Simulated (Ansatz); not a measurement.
Gas-phase electronic energies from Ansatz, PBE0-D4/def2-TZVP geometries. CCSD(T)/CBS adds triple-zeta CCSD(T) − MP2 to the extrapolated MP2 energy (def2 sets, frozen cores). This one scheme is used for every species. DFT in def2-TZVPP. HSE06 is defined as in plane-wave codes. For Ge outer-core shells are correlated without core-valence functions, which leaves a few kJ/mol of doubt a bond. Scalar relativity is left out up to krypton. Each species was taken in one conformer, which may not be the lowest.

`O[SiH2][GeH2][OH]` + H₂S → `[OH][GeH2][SH]` + silanol  (cleavage of the Ge–Si bond)

`O[SiH2][GeH2][OH]`:

Cartesian coordinates in Å:
```
O 1.943 -1.487 -0.055
Si 1.303 0.037 -0.083
Ge -1.086 -0.031 -0.139
O -1.591 1.655 0.202
H 1.783 -2.022 0.723
H 1.831 0.672 -1.314
H 1.719 0.831 1.107
H -1.680 -0.469 -1.498
H -1.683 -0.966 0.944
H -2.538 1.780 0.116
```

H₂S:

```xyz
3

S    -0.325   -0.524    0.060
H     0.945   -0.183    0.325
H    -0.619    0.707   -0.386
```

`[OH][GeH2][SH]`:

Z-matrix (Å, degrees):
```
Ge
S 1 2.219
O 1 1.777 2 110.8
H 1 1.530 2 112.3 3 115.5
H 1 1.537 2 104.7 3 -120.2
H 2 1.343 1 94.0 3 -65.1
H 3 0.960 1 112.2 2 -50.4
```

`O[SiH3]`:

```xyz
6

O     0.393    0.755    0.958
Si   -0.056   -0.096   -0.379
H     0.222    0.365    1.815
H     0.637   -1.412   -0.452
H     0.326    0.739   -1.540
H    -1.523   -0.351   -0.401
```

Question: Is it downhill or uphill in electronic energy at CCSD(T)/CBS, and by how much? (Estimate.)

Answer: Ansatz gave: Downhill: ΔE = -52.6 kJ/mol.

Question: What do these levels give: r2SCAN-D4, B97M-V, PBE0-D4, HSE06-D4, CAM-B3LYP-D4, ωB97X-V, PBE, BLYP, CCSD(T)/def2-SVP, HF/def2-QZVPP, HF/CBS(def2), CCSD/CBS(def2)? (Best estimate.)

Answer: Computed: r2SCAN-D4 -53.2, B97M-V -53.2, PBE0-D4 -48.8, HSE06-D4 -49.0, CAM-B3LYP-D4 -51.6, ωB97X-V -52.7, PBE -46.4, BLYP -49.6, CCSD(T)/def2-SVP -56.7, HF/def2-QZVPP -64.8, HF/CBS(def2) -64.8, CCSD/CBS(def2) -52.2 kJ/mol.

Largest T1 diagnostic among the species: 0.012.

Leaving LDA and LC-ωPBE aside and taking each functional with its dispersion term where it has one, the values, not all of them listed here, spread over 11.2 kJ/mol, from PBE-QIDH to PBE-D4. In def2-TZVPP, CCSD(T) changes the Hartree–Fock value by +10.6 kJ/mol (the triples alone add −0.4 kJ/mol) and MP2 by +3.2 kJ/mol. From PBE to PBE0 (25 % exact exchange), in def2-TZVPP and without D4, ΔE moves by −3.5 kJ/mol.
